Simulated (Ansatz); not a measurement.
**Question.** Name a neutral molecule of C, F, N, O, Si and H with HOMO–LUMO gap (ωB97M-V/def2-TZVPP) between 12.50 and 12.80 eV and HOMO energy (B3LYP/def2-TZVPP) between -8.75 and -8.45 eV (Ansatz, PBE0-D4/def2-TZVP geometry).

**Answer.** `N#COC(F)[SiH3]` (12.72 eV, -8.74 eV). Other molecules can fit too; these were computed, each in one conformer that needn't be the lowest.

B3LYP here is the variant with VWN-RPA as its local correlation; programs differ in this.
